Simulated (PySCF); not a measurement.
## The second ionisation energy along group 13

Calculated with PySCF 2.14 from differences of total energies of unrestricted determinants, without spin-orbit coupling. Values in eV. The last column holds reference values (NIST; (s) semi-empirical, (t) theoretical, else measured). Unmarked ones compare directly (S terms, centres of terms, or small fine structure); those marked * lie between the lowest fine-structure levels and include a spin-orbit shift.

```
                               element                           configurations     UHF     LDA     PBE    PBE0  r2SCAN  SCS-MP2 (valence)  reference
     B (aug-cc-pV5Z, non-relativistic)                      [He] 2s2 → [He] 2s1  23.443  24.553  24.606  24.561  24.263             24.707     25.155
Al (aug-cc-pV(5+d)Z, non-relativistic)                      [Ne] 3s2 → [Ne] 3s1  17.521  18.894  18.755  18.651  18.378             18.495     18.829
Ga (aug-cc-pV5Z-PP with ECP10MDF, ECP)            [Ar] 3d10 4s2 → [Ar] 3d10 4s1  18.744  21.129  20.712  20.385  20.520             19.665     20.515
In (aug-cc-pV5Z-PP with ECP28MDF, ECP)            [Kr] 4d10 5s2 → [Kr] 4d10 5s1  17.008  19.496  19.054  18.719  18.809             17.822     18.870
Tl (aug-cc-pV5Z-PP with ECP60MDF, ECP)  [Xe] 4f14 5d10 6s2 → [Xe] 4f14 5d10 6s1  18.361  20.964  20.502  20.184  20.325             19.068     20.428
```

```csv
method,elements,mean error (eV),mean absolute error (eV),largest error (eV)
UHF,5,-1.744,1.744,-2.068
LDA,5,0.248,0.488,0.625
PBE,5,-0.034,0.215,-0.549
PBE0,5,-0.259,0.259,-0.594
r2SCAN,5,-0.301,0.302,-0.892
SCS-MP2 (valence),5,-0.808,0.808,-1.361
```

Errors include the incompleteness of the basis and the frozen core.

"Valence" correlates the outer s and p shells and, in groups 3 to 12 and the f block, the outer d or f shell, open or full, or the next shell where the ion has no valence electron left; the wider scheme adds the next inner shell.
